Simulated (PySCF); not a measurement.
**How good is the calculation?**

Mapped SMILES: `[N:1]#[C:2][c:3]1[cH:4][cH:5][cH:6][cH:7][n:8]1` (H(Xn): hydrogen on atom n).

Published estimates (parent shift plus substituent increments) and measurements: δ ¹³C C7 151.2; C5 137.0; C3 134.0; C4 128.5; C6 126.9; δ ¹H H(C7) 8.74; H(C5) 7.88; H(C4) 7.77; H(C6) 7.60 ppm (estimated from measurements, as parent shift plus tabulated substituent increment; solution, not stated per compound (mostly CDCl3 or CCl4); Pretsch, Buehlmann, Badertscher, Structure Determination of Organic Compounds, 4th ed. (2009)).

Method: structure optimised with PBE0-D3(BJ)/def2-SVP, shielding tensors at KT2/pcSseg-2 (GIAO), in PySCF (no relativistic terms, one computed conformer, no solvent model).

Question: Set the calculated values beside the experiment.

Answer: 
Reference values: estimated from measurements, as parent shift plus tabulated substituent increment (solution, not stated per compound (mostly CDCl3 or CCl4); Pretsch, Buehlmann, Badertscher, Structure Determination of Organic Compounds, 4th ed. (2009)).
| atoms | quantity | reference | computed | computed, scaled |
| --- | --- | --- | --- | --- |
| C7 | δ ¹³C | 151.2 | 149.2 | 151.4 |
| C5 | δ ¹³C | 137.0 | 133.9 | 135.3 |
| C3 | δ ¹³C | 134.0 | 134.4 | 135.9 |
| C4 | δ ¹³C | 128.5 | 128.6 | 129.8 |
| C6 | δ ¹³C | 126.9 | 124.0 | 125.0 |
| H(C7) | δ ¹H | 8.74 | 8.64 | – |
| H(C5) | δ ¹H | 7.88 | 7.56 | – |
| H(C4) | δ ¹H | 7.77 | 7.48 | – |
| H(C6) | δ ¹H | 7.60 | 7.15 | – |

Computed shifts are σ(ref) − σ with the named reference compound (TMS for H and C) calculated as an isolated molecule at the same level. The measured values may be among those fitted. Shieldings were converted by linear fits to measured shifts (mostly CDCl3, TMS scale, for H and C): ¹³C (scatter 2.6 ppm rms, 3.3 ppm with the 1 outlier that the fit left out). Occasional misses reach two or three times the rms, and more in compound classes unlike the fitted ones.

Question: How far are the unscaled ¹³C shifts from the references?

Answer: Mean signed difference -1.50 ppm, mean absolute 1.70 ppm over 5 comparisons; the largest is -3.1 ppm at C5 (aromatic CH).

Question: How far are the unscaled ¹H shifts from the references?

Answer: Mean signed difference -0.29 ppm, mean absolute 0.29 ppm over 4 comparisons; the largest is -0.45 ppm at H(C6) (hydrogen on an aromatic CH).
